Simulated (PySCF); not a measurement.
# Computed vibrations of [HfO(OH)3]−

[HfO(OH)3]− (singlet). PySCF 2.14.0, RKS PBE, Hf def2-SVP with ECP60, O def2-SVP, H def2-SVP; non-relativistic Hamiltonian with scalar-relativistic core potentials where named; density fitting; no spin-orbit coupling. Central differences of gradients.

```xyz
8

Hf    0.0001    0.0000    0.0037
O     0.9101    0.0000    1.5959
O     0.5465    1.6865   -1.0249
H     1.1903    2.2635   -0.5807
O    -2.0107    0.0000    0.4019
H    -2.2777    0.0000    1.3362
O     0.5465   -1.6865   -1.0249
H     1.1903   -2.2635   -0.5807
```

Run from Python with OMP_NUM_THREADS=2. Where DIIS fails, smearing, a level shift and second-order steps follow.
It took 100 s on 2 threads of Intel(R) Xeon(R) 6975P-C (Granite Rapids), with other jobs on the host.

Problem. What are the harmonic wavenumbers and infrared intensities?

Solution. Modes are labelled in Cs; negative numbers are unstable modes, those under 60 cm⁻¹ near the noise; a finer grid moves soft modes by up to 10 cm⁻¹.
| cm⁻¹ | km/mol | symmetry |
| --- | --- | --- |
| 134 | 0.1 | a' |
| 137 | 0.0 | a'' |
| 153 | 0.3 | a' |
| 166 | 4.3 | a' |
| 172 | 2.3 | a'' |
| 266 | 0.6 | a'' |
| 290 | 161.5 | a' |
| 294 | 157.0 | a'' |
| 480 | 137.5 | a' |
| 508 | 207.6 | a'' |
| 511 | 102.1 | a' |
| 565 | 56.3 | a' |
| 568 | 57.0 | a' |
| 569 | 39.9 | a'' |
| 814 | 139.5 | a' |
| 3770 | 36.4 | a'' |
| 3770 | 23.7 | a' |
| 3773 | 21.6 | a' |

Problem. Is this a minimum?

Solution. Yes. Ideal gas at 298.15 K and 1 bar: S = 381.1 J/(mol K), Cp = 126.6 J/(mol K), H − H(0 K) = 25.2 kJ/mol (rigid rotor, harmonic modes, spin degeneracy alone).
